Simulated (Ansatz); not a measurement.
The same path of CH8FNSi3 (14 atoms, charge 0, multiplicity 1) was run twice with different band settings. Lost on the way: Si3–H8. Made: N4–H8.

Level of theory: RKS PBE0/STO-3G in Ansatz.

Relaxed end points:

```xyz
14
Properties=species:S:1:pos:R:3
F -2.514 0.614 0.187
Si -1.024 1.250 -0.094
Si 0.556 1.219 1.491
N 1.368 0.392 0.133
C 0.240 0.017 -0.812
Si -0.298 -1.794 -0.774
H -1.192 2.454 -0.889
H 1.280 2.398 1.921
H 0.332 0.410 2.677
H 2.016 -0.405 0.323
H 0.531 0.253 -1.852
H -0.789 -2.146 0.537
H 0.824 -2.652 -1.077
H -1.342 -2.039 -1.742
```

```xyz
14
Properties=species:S:1:pos:R:3
F -2.558 0.433 0.177
Si -1.161 1.325 0.160
Si 0.323 1.520 1.920
N 1.294 0.512 0.466
C 0.209 0.211 -0.604
Si -0.182 -1.626 -0.705
H -1.417 2.385 -0.810
H 2.033 1.120 0.031
H -0.168 0.208 2.414
H 1.820 -0.352 0.761
H 0.610 0.545 -1.573
H -0.743 -2.094 0.539
H 1.036 -2.363 -0.961
H -1.110 -1.853 -1.786
```

Common settings: movable images 7; climbing image yes; spring 5.0 eV/Å²; optimiser quadratic models (default); start path through a guess of the saddle point; end points relaxed.

| run | force threshold | iteration limit |
| --- | --- | --- |
| 1 | 0.05 eV/Å | 30 |
| 2 | 0.5 eV/Å | 32 |

Question: What does each run give, and how far can it be trusted?

Answer: Run 1: converged after 12 iterations, highest image 3.224 eV above the first end. Neighbouring images differ by up to 1.7 eV, so the band resolves the path poorly. A vibrational analysis at the climbing image gives one clearly imaginary mode, 1510i cm⁻¹: a first-order saddle point.
Run 2: converged after 4 iterations, highest image 3.238 eV above the first end. The threshold of 0.5 eV/Å is loose, so the images may lie well off the minimum-energy path. Neighbouring images differ by up to 1.4 eV, so the band resolves the path poorly. The order of the stationary point at the top wasn't checked.
The orbitals stay closed-shell, which can raise the energy where a bond breaks towards radicals; this wasn't checked here. Limits of this set-up: minimal basis.
